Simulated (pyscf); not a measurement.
## F–InH₂ (SMILES [F][InH2]), singlet

Gas-phase minimum from PySCF at ωB97X-D3(BJ)/def2-SVP, one conformer. 

SMILES: [InH2][F]
```xyz
4

F      0.1647     0.2372     1.0195
In    -1.2965    -0.5004    -0.0744
H     -0.9719    -2.1073    -0.5578
H     -2.5579     0.6328    -0.2908
```

Bond lengths (Å): F1–In2 1.969, In2–H3 1.709, In2–H4 1.709. Angles (°): F1–In2–H3 111.6, F1–In2–H4 111.7, H3–In2–H4 136.7.

Properties at ωB97X-D3(BJ)/def2-SVP:

- Harmonic wavenumbers, unscaled: 429, 568, 581, 626, 1883, 1886 cm⁻¹
- Zero-point energy: 8.5 kcal/mol
- Rotational symmetry number: 2
- Entropy of this conformer at 298 K and 1 atm, rigid rotor and harmonic oscillator, modes under 100 cm⁻¹ raised to 100: 264.0 J/(mol K)
- Dipole moment: 2.91 D

Single-point totals, which compare only within one level (frozen core for MP2 and CC):

```
level                   total energy (hartree)
----------------------  ----------------------
ωB97X-D3(BJ)/def2-TZVP              -291.30859
PBE/def2-TZVP                       -291.13314
r²SCAN/def2-TZVP                    -291.25938
B3LYP-D3(BJ)/def2-TZVP              -291.30585
PBE0-D3(BJ)/def2-TZVP               -291.13223
M06-2X/def2-TZVP                    -291.11909
ωB97M-D3(BJ)/def2-TZVP              -291.27504
HF/def2-TZVPP                       -289.86484
MP2/def2-TZVPP                      -290.41148
CCSD/def2-TZVPP                     -290.41627
CCSD(T)/def2-TZVPP                  -290.43127
```

The CCSD(T) − MP2 part came from Ansatz, without density fitting, on the same reference. The frozen core leaves the outer d or s,p core shells of the metals and heavy elements correlated in the MP2 and CC values, and def2-TZVPP describes them poorly, so these totals are far from the basis limit. Elements past Kr carry the def2 core potentials, without spin-orbit coupling.
